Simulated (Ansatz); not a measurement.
C3H6Zn, relaxed with RKS PBE0-D4/def2-TZVP in Ansatz from a PBE-D4/def2-SVP geometry. The force threshold is 0.005 eV/Å; the program also tests the step.

Total charge 0; spin multiplicity 1. The bonds changed during the relaxation, so this is another structure than the one it started from.

Start:

```xyz
10

C    -1.049   -0.234    0.535
C     0.174    0.525    0.124
C     0.634    0.652   -1.134
Zn    1.961   -2.041    0.898
H    -0.780   -1.057    1.236
H    -1.766    0.417    1.080
H    -1.572   -0.683   -0.333
H     0.737    1.015    0.941
H     1.547    1.225   -1.359
H     0.115    0.182   -1.987
```

Q: By how much does the energy fall, and how many steps does the optimiser take? (Estimate.)

A: Ansatz gave: 0.07 eV, in 20 steps.

Q: Which bonds change most? (An estimate is asked.)

A: The calculation gave: C2–C3 from 1.346 to 1.326 Å; C1–H5 from 1.114 to 1.096 Å; C2–H8 from 1.106 to 1.088 Å; C3–H10 from 1.103 to 1.086 Å.

Q: Give the relaxed structure. (An estimate is asked.)

A: The calculation gave: 
```xyz
10

C    -1.054   -0.180    0.574
C     0.079    0.688    0.150
C     0.689    0.622   -1.026
Zn    2.028   -2.517    0.392
H    -0.784   -0.768    1.459
H    -1.927    0.419    0.852
H    -1.348   -0.871   -0.217
H     0.425    1.418    0.878
H     1.514    1.279   -1.275
H     0.378   -0.089   -1.786
```
